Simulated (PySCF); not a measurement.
**Sr¹⁹⁺ (strontium, charge +19): UHF calculation**

Configuration: [Ar] 3d1, 2D determinant. Computed with PySCF 2.14 in an even-tempered Gaussian basis (17 s from 1.7 bohr⁻², ratio 2.5; 11 p from 2.2 bohr⁻², ratio 2.5; 8 d from 2.2 bohr⁻², ratio 2.5; 4 f from 7.7 bohr⁻², ratio 2.7; 3 g from 12 bohr⁻², ratio 2.7), with the non-relativistic Hamiltonian (point nucleus).

- Total energy: -2931.516051 hartree
- One-electron energy: -3541.6486 hartree
- Hartree (Coulomb) energy: 689.6182 hartree
- Exchange energy: -79.4857 hartree
- Kinetic energy: 2931.39959 hartree
- ⟨S²⟩: 0.7507
- ⟨L²⟩: 6.005
- Sum of ⟨r⟩: 5.295 bohr
- Sum of ⟨r²⟩: 2.245 bohr²
- Traceless quadrupole moment −½Σ⟨3z² − r²⟩ along its main axis: 0.0479 e·bohr²
- Density at the nucleus (Gaussians lack the cusp): 37700 bohr⁻³
- Spin density at the nucleus: -0.326 bohr⁻³

| shell | electrons | mean orbital energy (eV) | spread (eV) | rms radius, mean of both spins (bohr) |
| --- | --- | --- | --- | --- |
| 1s α | 1 | -16602.3 | 0 | 0.0465 |
| 1s β | 1 | -16602.2 | 0 | 0.0465 |
| 2s α | 1 | -2900.7 | 0 | 0.190 |
| 2s β | 1 | -2896.8 | 0 | 0.190 |
| 2p α | 3 | -2702.2 | 0.738 | 0.166 |
| 2p β | 3 | -2698.6 | 3.679 | 0.166 |
| 3s α | 1 | -958.55 | 0 | 0.483 |
| 3s β | 1 | -953.94 | 0 | 0.483 |
| 3p α | 3 | -882.04 | 2.624 | 0.475 |
| 3p β | 3 | -876.07 | 5.117 | 0.475 |
| 3d α | 1 | -776.97 | 0 | 0.430 |

A non-relativistic calculation at this Z misses sizeable relativistic shifts. Spin-orbit coupling, absent here, splits the open shell strongly.

Spin-orbit constants ζ (cm⁻¹) from the X2C one-electron operator on these orbitals (non-relativistic here): bare nucleus, nucleus screened by l(l+1)(2l+1)/3 electrons, and screened by the Breit-Pauli mean field of the electrons.

| shell | bare | screened nucleus | mean field |
| --- | --- | --- | --- |
| 2p | 348500 | 330200 | 321400 |
| 3p | 68900 | 65280 | 63440 |
| 3d | 11560 | 8521 | 8400 |

To first order the Landé constant is A = 8400 cm⁻¹, so the lowest level has J = 3/2 and lies 1.56 eV below the centre of the term.
